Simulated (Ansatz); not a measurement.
Level of theory: PBE-D3(BJ)/def2-TZVP // PBE0-D3(BJ)/def2-SVP in Ansatz (an electronic-structure program). Gas-phase values, no solvent. One relaxed conformer stands for a flexible species; it need not be the lowest.  In the def2 sets, heavy atoms carry core potentials.

Reference species (SMILES): `[CH3][Sn]([OH])([OH])[OH]` (neutral, multiplicity 1).

```yaml
vertical ionisation energy (Delta-SCF): 9.68 eV
LUMO: -1.85 eV
HOMO–LUMO gap: 4.93 eV
HOMO: -6.78 eV
```

After one change: the vertical ionisation energy (Delta-SCF) falls by 0.58 eV; the LUMO goes up by 0.06 eV; the HOMO–LUMO gap drops by 0.15 eV; the HOMO increases by 0.21 eV.

**Question.** Which change was made? The new species is one of these.
(A) `CCC[CH2][Sn]([OH])([OH])[OH]`
(B) `[OH][Sn]([OH])([OH])[C](F)(F)F`
(C) `C=C[CH2][Sn]([OH])([OH])[OH]`
(D) `[OH][Sn]([OH])([OH])[CH2]C(F)(F)F`

**Answer.** A, `CCC[CH2][Sn]([OH])([OH])[OH]`
